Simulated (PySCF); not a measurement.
## Telling isomers of C7H12Si apart by NMR

Calculated, not measured (PySCF): geometry from GFN2-xTB, shieldings: GIAO PBE0/pcSseg-1. No relativistic terms, in vacuum, a single conformation, averaged over atoms made equivalent by symmetry, fast rotation or ring inversion.

Referencing at the same level of theory: 1H (σ = 31.72 ppm) and 13C (σ = 186.93 ppm) against TMS. Where no couplings were computed, multiplicities follow the n + 1 count of equivalent neighbours, and m marks all less simple cases (inequivalent or close neighbours, rings, F or P nearby). Shifts are as computed. Against solution values, carbons near 30 ppm lie about +3 ppm off and those near 130 ppm about +5 ppm. Of 1211 compounds with measured shifts, 218 miss one by over three times the rms of a fit or turn the order of signals round; such compounds aren't used in these exercises.

(1) Tabulate the signals of `CCC#C[SiH]1CCC1`, `C=CC1(C=C)[SiH2][C@H]1C`, `CC/C=C/CC#C[SiH3]`, `CCC/C=C/C#C[SiH3]` and their relative energies.

(2) What is the quickest way to tell CCC#C[SiH]1CCC1 from CC/C=C/CC#C[SiH3]?

(3) What is the quickest way to tell CCC#C[SiH]1CCC1 from C=CC1(C=C)[SiH2][C@H]1C?

(4) What is the quickest way to tell C=CC1(C=C)[SiH2][C@H]1C from CCC/C=C/C#C[SiH3]?

Results:

(1) 
```json
{"SMILES": "CCC#C[SiH]1CCC1", "carbon types": "2×C 4×CH2 1×CH3", "δC": "121.7, 86.2, 20.3, 16.9, 16.7, 16.5", "δH": "5.19 (m, 1H), 2.43 (q, 2H), 2.24 (m, 1H), 2.19 (m, 1H), 1.73 (m, 2H), 1.52 (m, 2H), 1.25 (t, 3H)", "E rel. (kcal/mol)": "0.0"}
{"SMILES": "C=CC1(C=C)[SiH2][C@H]1C", "carbon types": "1×C 3×CH 2×CH2 1×CH3", "δC": "151.6, 145.9, 131.6, 115.5, 44.4, 22.4, 15.4", "δH": "6.32 (m, 1H), 5.76 (m, 1H), 5.69 (m, 1H), 5.53 (m, 1H), 5.28 (m, 1H), 5.22 (m, 1H), 2.81 (m, 1H), 2.66 (m, 1H), 1.36 (m, 3H), 1.32 (m, 1H)", "E rel. (kcal/mol)": "19.4"}
{"SMILES": "CC/C=C/CC#C[SiH3]", "carbon types": "2×C 2×CH 2×CH2 1×CH3", "δC": "143.3, 132.0, 117.0, 79.6, 32.3, 28.4, 17.0", "δH": "5.75 (m, 1H), 5.74 (m, 1H), 4.23 (s, 3H), 3.08 (d, 2H), 2.11 (m, 2H), 1.08 (t, 3H)", "E rel. (kcal/mol)": "12.9"}
{"SMILES": "CCC/C=C/C#C[SiH3]", "carbon types": "2×C 2×CH 2×CH2 1×CH3", "δC": "159.6, 115.8, 115.5, 90.3, 42.6, 28.4, 17.2", "δH": "6.66 (m, 1H), 5.76 (d, 1H), 4.32 (s, 3H), 2.09 (m, 2H), 1.38 (m, 2H), 1.09 (t, 3H)", "E rel. (kcal/mol)": "9.1"}
```

Energies are electronic energies at PBE0/pcSseg-1 on these geometries, without zero-point or thermal terms, each for the one conformer computed, which needn't be the lowest.

(2) Count the carbon signals: 6 against 7. The first has an sp3 CH2 bonded to Si at 16.7 ppm, the second an alkene CH at 143.3 ppm. Their most deshielded carbons lie at 121.7 and 143.3 ppm. In the proton spectra the most deshielded non-exchanging signals are 5.19 (m, 1H) and 5.75 (m, 1H).

(3) Count the carbon signals: 6 against 7. The first has an alkyne carbon (C) at 121.7 ppm, the second an alkene CH at 151.6 ppm. In the proton spectra the most deshielded non-exchanging signals are 5.19 (m, 1H) and 6.32 (m, 1H).

(4) Both give the same number of carbon signals, but DEPT or the intensities differ. The first has a terminal =CH2 carbon at 131.6 ppm, the second an alkyne carbon (C) at 115.8 ppm. Their most deshielded carbons lie at 151.6 and 159.6 ppm.
